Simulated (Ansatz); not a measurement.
CH4F3GeN (`C[NH][Ge]([F])([F])[F]`), relaxed with RKS PBE-D4/def2-SVP in the Gaussian-basis code of Ansatz from a rough embedded geometry. The force threshold is 0.03 eV/Å; the program also tests the step.

Total charge 0; spin multiplicity 1.

Start:

```xyz
10

C     0.430   -1.193   -0.639
N    -0.632   -0.177   -0.617
Ge   -0.417    1.010    0.839
F    -0.518    0.187    2.264
F    -1.693    2.232    0.749
F     1.160    1.820    0.688
H     0.375   -1.745    0.340
H     0.309   -1.839   -1.457
H     1.478   -0.675   -0.661
H    -0.492    0.379   -1.505
```

Problem. How much energy does the relaxation release, and in how many steps? (Best estimate.)

Solution. Ansatz gave: 11.58 kcal/mol, in 8 steps.

Problem. Which bonds change most? (Best estimate.)

Solution. The calculation gave: N2–Ge3 from 1.891 to 1.797 Å; Ge3–F4 from 1.649 to 1.735 Å; C1–H8 from 1.049 to 1.110 Å; C1–H9 from 1.169 to 1.114 Å.

Problem. Give the relaxed structure. (Best estimate.)

Solution. The calculation gave: 
```xyz
10

C     0.475   -1.214   -0.653
N    -0.371   -0.022   -0.631
Ge   -0.394    1.077    0.789
F    -0.529    0.122    2.231
F    -1.733    2.173    0.684
F     0.996    2.092    1.062
H     0.525   -1.645    0.367
H     0.024   -1.987   -1.310
H     1.518   -1.028   -0.999
H    -0.510    0.432   -1.539
```
